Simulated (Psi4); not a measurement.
**How methods differ on MoSOF2 (SMILES [O]=[Mo]([F])([F])=[S])**

MoSOF2: 5 atoms, total charge 0, spin state singlet. SMILES: `[O]=[Mo]([F])([F])=[S]`. Geometry: optimised at PBE0/def2-TZVP.

Quantity: the HOMO–LUMO gap, in eV. The values are calculated.

| level | kind | program | value (eV) | CPU time |
| --- | --- | --- | --- | --- |
| PBE-D4/def2-TZVPP (density fitting, core potential) | GGA | Psi4 | 2.96 | 35 s |
| r2SCAN-D4/def2-TZVPP (density fitting, core potential) | meta-GGA | Psi4 | 3.25 | 67 s |
| B3LYP-D4/def2-TZVPP (density fitting, core potential) | global hybrid | Psi4 | 4.47 | 33 s |
| PBE0-D4/def2-TZVPP (density fitting, core potential) | global hybrid | Psi4 | 4.91 | 35 s |
| wB97M-V/def2-TZVPP (density fitting, core potential) | range-separated hybrid | Psi4 | 9.15 | 72 s |

The values span 2.96 to 9.15 eV. Orbital gaps aren't excitation energies; they tend to grow with the share of exact exchange. Times are those of the runs behind each value, whatever else they computed, on shared processors of several kinds: orders of magnitude only.
